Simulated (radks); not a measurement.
Values are calculated unless marked as measured or tabulated.
Isoelectronic series with 19 electrons, all held in the configuration [Ar] 4s1, which need not be the ground one along the series. Level of theory: scalar-relativistic Kohn-Sham, PBE, spin-unpolarised, spherical densities, finite nucleus; Fermi nuclear charge, rms radius of each element as measured or else 0.836 A^(1/3) + 0.57 fm (a radial shooting solver on a logarithmic mesh with Libxc functionals). Total energies (hartree) and mean radii <r> (bohr):

ion,E (hartree),4s,3p,3s
K,-602.08590,5.007,1.435,1.269
Ca+,-680.09218,3.602,1.267,1.155
Sc2+,-763.20998,2.947,1.137,1.059
Ti3+,-851.43535,2.534,1.034,0.9784
V4+,-944.77229,2.240,0.9486,0.9091
Cr5+,-1043.22864,2.015,0.8772,0.8491
Mn6+,-1146.81489,1.836,0.8162,0.7965
Fe7+,-1255.54354,1.690,0.7635,0.7501
